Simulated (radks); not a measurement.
Spherical quantum dot in the effective-mass picture: electrons in a parabolic well V = omega^2 r^2 / 2 with omega = 2.78, with a point charge +1 (a donor) at the centre, all in effective atomic units (hartree* = m*/eps^2 hartree, bohr* = eps/m* bohr), one dielectric constant everywhere. Calculated with a radial shooting solver with Libxc functionals: non-relativistic Kohn-Sham, LDA (Slater exchange, Perdew-Wang correlation), spin-polarised, spherical densities. Levels are named by radial order and angular momentum (1s, 1p, 1d, 2s, ...), and open shells are averaged over m. Results are scaled to m* = 0.033 and eps = 10, for which hartree* = 8.98 meV and bohr* = 16.04 nm.

N = 2, configuration 1s2. This is the lowest configuration that the search found. Occupied and some empty levels:

level,occupation,eigenvalue (meV),<r> (nm)
1s,2,37.192,9.979
1p,0,65.915,14.25
2s,0,87.494,15.90
1d,0,91.561,17.29

Energy (meV): total 52.1415, kinetic 44.181, external -5.8320, Hartree 26.094, exchange-correlation -12.302.

Electron density:

r (nm),n(r) (e/nm^3)
0.988,0.0007551
2.09,0.0006466
3.19,0.0005463
4.29,0.0004550
5.39,0.0003730
6.49,0.0003008
7.59,0.0002383
8.69,0.0001853
9.79,0.0001412
10.9,0.0001054
12.0,0.00007700
13.1,0.00005499
14.2,0.00003840
15.3,0.00002619
16.4,0.00001749
17.5,0.00001134
18.6,7.180e-06
19.7,4.465e-06
20.8,2.689e-06
21.9,1.580e-06
